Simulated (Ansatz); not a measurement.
**Which isomer of CH4F2SiSn gives these data?**

These gas-phase data were calculated for one isomer of CH4F2SiSn at PBE0-D3(BJ)/def2-SVP (harmonic, unscaled wavenumbers; equilibrium rotational constants with average atomic masses):

| Quantity | Value |
| --- | --- |
| rotational constants | 3.437, 1.101, 1.067 GHz |
| all wavenumbers above 1500 cm⁻¹ | 3188, 3147, 3046, 2212 |

Candidates:

(1) `C[Si](F)(F)[SnH]`, a singlet
(2) `[CH3][Sn][SiH](F)F`, a singlet

Assign the data to one candidate and say why.

Candidate (2). The band at 2212 cm⁻¹ lies where the Si–H stretch is expected; (1) has no mode between 2000 and 2380 cm⁻¹.

The same quantities for all candidates:

```
     rotational constants (GHz)  wavenumbers above 1500 cm⁻¹  E above the lowest, PBE0-D3(BJ)/def2-SVP (kcal/mol)
(1)       3.639, 0.9416, 0.9309       3168, 3167, 3057, 1748                                                  0.0
(2)         3.437, 1.101, 1.067       3188, 3147, 3046, 2212                                                  7.6
```

Harmonic stretches to hydrogen usually lie a few per cent above observed fundamentals. Each candidate is one conformer. Atoms past krypton carry core potentials. Programs: Ansatz 0.2.0.
